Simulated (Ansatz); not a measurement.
Complex (SMILES): F (HF) with N#C (CH-N), atoms 1 to 2 the first; geometry from B3LYP-D3(BJ)/def2-TZVP, monomers rigid:
```xyz
5

F      0.9503     0.5484    -0.1025
H      0.2877     0.3564     0.5335
C     -1.8028    -0.2520     2.5405
N     -0.9963    -0.0166     1.7661
H     -2.5562    -0.4720     3.2639
```

The counterpoise-corrected interaction energy at CCSD(T) with Ansatz (an electronic-structure program), in kcal/mol, split into its Hartree-Fock and correlation parts. Cores are frozen. No added dispersion term, no relativity. Functions are those of the species that has most. These sets lack the diffuse functions that weak bonds need.

| basis | X | functions | Hartree-Fock | CCSD(T) |
|---|---|---|---|---|
| cc-pVDZ | 2 | 52 | -5.34 | -5.26 |
| cc-pVTZ | 3 | 118 | -5.86 | -6.62 |
| cc-pVQZ | 4 | 225 | -6.02 | -7.25 |

Worked estimate of the basis-set limit from each neighbouring pair, with Hartree-Fock from the larger set and the correlation part extrapolated as X^-3.
Correlation parts: X = 2: 0.08, X = 3: -0.76, X = 4: -1.23.
- (2,3): (27·(-0.76) - 8·(0.08))/19 = -1.11; with Hartree-Fock -5.86 the estimate is -6.97 kcal/mol.
- (3,4): (64·(-1.23) - 27·(-0.76))/37 = -1.57; with Hartree-Fock -6.02 the estimate is -7.59 kcal/mol.
The last two estimates differ by 0.62 kcal/mol; the largest set lies 0.34 from the last. Over the last step Hartree-Fock moves by -0.16 and the correlation part by -0.47.
